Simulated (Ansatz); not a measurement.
Calculated with Ansatz (gas phase, PBE0-D4/def2-TZVP geometries, no zero-point term in ΔE). CBS: MP2 limit from def2 TZ/QZ plus the TZ coupled-cluster correction, frozen cores. This one scheme is used for every species, atoms too. DFT in def2-TZVPP. Open shells (•) are unrestricted, without spin–orbit coupling. Spin–orbit coupling would lower the free atoms: a little for C, F, S, Si. One conformer a species, not always the lowest.

Reaction (atomization): `F[SiH2]CS` → C• + F• + 5 H• + S• + Si•

| level | ΔE (eV) | difference from CCSD(T)/CBS |
| --- | --- | --- |
| LDA (SPW92) | 36.42 | 4.14 |
| B97M-V | 32.31 | 0.03 |
| r2SCAN0-D4 | 31.79 | -0.49 |
| BHLYP-D4 | 31.34 | -0.94 |
| ωB97X-V | 32.36 | 0.08 |
| r2SCAN | 32.17 | -0.11 |
| BHLYP | 31.10 | -1.18 |
| MP2/def2-SVP | 30.22 | -2.06 |
| HF/def2-TZVPP | 23.89 | -8.39 |
| SCS-MP2/def2-TZVPP | 31.72 | -0.56 |
| CCSD(T)/CBS | 32.28 | 0 |

Largest T1 diagnostic among the species: 0.012.

The D4 term adds +0.31 eV with B3LYP and +0.16 eV with PBE0; it sums over pairs of atoms, weighted by their polarisabilities, and B3LYP, whose exchange is more repulsive, gets the larger term. In def2-TZVPP, CCSD(T) changes the Hartree–Fock value by +7.49 eV (the triples alone add +0.41 eV) and MP2 by +7.90 eV; breaking electron pairs costs correlation energy, which Hartree–Fock lacks.

B3LYP here is the variant with VWN-RPA as its local correlation; programs differ in this.

For atomizations the MP2-based limit and the directly extrapolated one differ by several kJ/mol either way, and by 10 to 25 for some Ge, Se and Sn compounds, so smaller differences from it don't rank the levels.
